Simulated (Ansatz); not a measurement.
CH6BClFNSi at its PBE0-D4/def2-TZVP geometry, where that method's forces vanish. The species carries charge 0 and has multiplicity 1. The bonds changed during the relaxation, so this is another structure than the one it started from.

```xyz
12

B    -1.0398   -0.1728   -0.3147
C     0.2519   -0.1351   -1.1268
N     1.2472   -0.9870   -1.0739
F     0.5280    0.8656   -1.9406
Si   -0.5134    0.8357    1.3488
Cl    1.1247   -0.0947    2.2633
H    -1.9357    0.4625   -0.8089
H    -1.2811   -1.2828    0.0947
H     2.1274   -0.7933   -1.5259
H     1.1820   -1.7572   -0.4292
H    -0.0853    2.2483    1.1586
H    -1.6058    0.8109    2.3546
```

Q: What forces (eV/Å) does ωB97M-V/def2-TZVPP give on these atoms in Ansatz? (Best estimate.)

A: The calculation gave: 
```
B1  -0.243  0.029  0.177
C2   0.046 -0.139  0.020
N3   0.074 -0.044  0.023
F4   0.042  0.150 -0.109
Si5 -0.187  0.150  0.006
Cl6  0.074 -0.046  0.018
H7   0.103 -0.081  0.022
H8   0.043  0.092 -0.066
H9  -0.037  0.005  0.006
H10 -0.008  0.014 -0.011
H11 -0.043 -0.146  0.025
H12  0.135  0.014 -0.112
```
